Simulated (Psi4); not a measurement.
Method: SAPT0/jun-cc-pVDZ, frozen core (Psi4).

Psi4 input:

```
molecule {
0 1
O -1.23857861 -0.24443012 -0.00000000
S -0.00022395 0.48772009 -0.00000000
O 1.23880256 -0.24328997 0.00000000
--
0 1
O 0.17558181 0.81140573 2.52265041
C 0.03425395 -0.21649679 3.03125067
S -0.15679859 -1.60612004 3.71885691
units angstrom
symmetry c1
no_reorient
no_com
}
set basis jun-cc-pvdz
set scf_type df
set freeze_core true
energy('sapt0')
```

Part of the output:

```
    SAPT Results
  --------------------------------------------------------------------------------------------------------
    Electrostatics                -12.14289130 [mEh]      -7.61977933 [kcal/mol]     -31.88115671 [kJ/mol]
      Elst10,r                    -12.14289130 [mEh]      -7.61977933 [kcal/mol]     -31.88115671 [kJ/mol]

    Exchange                       27.00732438 [mEh]      16.94735191 [kcal/mol]      70.90772039 [kJ/mol]
      Exch10                       27.00732438 [mEh]      16.94735191 [kcal/mol]      70.90772039 [kJ/mol]
      Exch10(S^2)                  26.61899263 [mEh]      16.70367005 [kcal/mol]      69.88815551 [kJ/mol]

    Induction                      -6.31583616 [mEh]      -3.96324703 [kcal/mol]     -16.58222556 [kJ/mol]
      Ind20,r                     -17.18651093 [mEh]     -10.78469843 [kcal/mol]     -45.12317824 [kJ/mol]
      Exch-Ind20,r                 13.83861702 [mEh]       8.68386329 [kcal/mol]      36.33328399 [kJ/mol]
      delta HF,r (2)               -2.96794225 [mEh]      -1.86241188 [kcal/mol]      -7.79233131 [kJ/mol]

    Dispersion                     -6.78011046 [mEh]      -4.25458354 [kcal/mol]     -17.80117755 [kJ/mol]
      Disp20                       -8.18606358 [mEh]      -5.13683245 [kcal/mol]     -21.49250697 [kJ/mol]
      Exch-Disp20                   1.40595312 [mEh]       0.88224890 [kcal/mol]       3.69132942 [kJ/mol]
      Disp20 (SS)                  -4.09303179 [mEh]      -2.56841622 [kcal/mol]     -10.74625348 [kJ/mol]
      Disp20 (OS)                  -4.09303179 [mEh]      -2.56841622 [kcal/mol]     -10.74625348 [kJ/mol]
      Exch-Disp20 (SS)              0.70240842 [mEh]       0.44076794 [kcal/mol]       1.84417305 [kJ/mol]
      Exch-Disp20 (OS)              0.70354471 [mEh]       0.44148097 [kcal/mol]       1.84715637 [kJ/mol]

  Total HF                          8.54859692 [mEh]       5.36432555 [kcal/mol]      22.44433812 [kJ/mol]
  Total SAPT0                       1.76848646 [mEh]       1.10974201 [kcal/mol]       4.64316057 [kJ/mol]
```
